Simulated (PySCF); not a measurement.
Isomers of [C6H10PS]+ (charge +1), one GFN2-xTB conformer each. Single-point energies are computed at PBE0/pcSseg-1 (PySCF, gas phase, no added dispersion term), electronic only.

**Question.** Rank them by PBE0/pcSseg-1 energy, lowest first (kcal/mol).
A. `[CH3:1][CH2:2][PH2+:3][c:4]1[cH:5][cH:6][cH:7][s:8]1` (charge +1) with C1–C2–P3–C4 -176°, C2–P3–C4–C5 -139°
B. `[CH3:1][CH2:2][PH2+:3][c:4]1[cH:5][cH:6][s:7][cH:8]1` (charge +1) with C1–C2–P3–C4 180°, C2–P3–C4–C5 86°

**Answer.** B (0.0), A (1.0).

Neighbours under 5.0 kcal/mol apart (CC[PH2+]c1ccsc1 and CC[PH2+]c1cccs1) can change places with a better method, another conformer or zero-point energy. GFN2-xTB itself gives, in the same order: 0.0, 1.7. Both levels put the same isomer lowest.

**Question.** Which frontier levels and rotational constants go with these structures?

**Answer.** 
```csv
SMILES,"HOMO (eV, PBE0/pcSseg-1)",LUMO (eV),"A, B, C (MHz)"
CC[PH2+]c1ccsc1,-11.35,-5.28,"4528, 646.8, 614.8"
CC[PH2+]c1cccs1,-11.49,-5.58,"3767, 789.8, 681.7"
```
